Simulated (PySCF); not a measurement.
Two-component Hartree-Fock for Ti¹⁶⁺ (titanium, charge +16)

Start: [He] 2s2 2p2; 2p1/2 filled at m_j = -1/2, +1/2. Calculated with PySCF 2.14 in an uncontracted even-tempered set (17 s from 3.4 bohr⁻², ratio 2.4; 11 p from 4.4 bohr⁻², ratio 2.4; 5 d from 17 bohr⁻², ratio 2.6; 5 f from 25 bohr⁻², ratio 2.6): generalised Hartree-Fock with the X2C-1e Hamiltonian and a Gaussian nucleus; one run each with spin-orbit coupling (SO) switched off, then screened by Boettger's factors.

```
spinor shell  electrons  ε, spin-free (eV)  ε, screened SO (eV)  weight of nominal j (screened SO)  rms radius, screened SO (bohr)
       1s1/2          2            -5782.8              -5782.3                              1.000                          0.0798
       2s1/2          2            -1182.5              -1182.3                              1.000                           0.324
       2p1/2          2            -1132.4              -1133.5                              0.689                           0.284
```

| quantity | spin-free | screened SO |
| --- | --- | --- |
| E (hartree) | -661.27550 | -661.41128 |
| M_J | 0 | 0 |
| ⟨J²⟩ | 2.000 | 1.198 |
| ⟨L²⟩ | 2.000 | 1.908 |
| ⟨S²⟩ | 2.000 | 1.900 |

The determinant has a definite M_J but mixes levels of different J.

Each row is a mean over spinors that exchange with the open shell spreads, by up to 30.417 eV (2s1/2).

Rows whose weight is well below 1 are mixtures of j = l ± 1/2: exchange outweighs spin-orbit coupling there, and the label is only the starting occupation.

Without spin-orbit coupling the j labels of p, d and f shells carry no meaning; the spin-free column gives the mean over the occupied spinors of each nl shell.
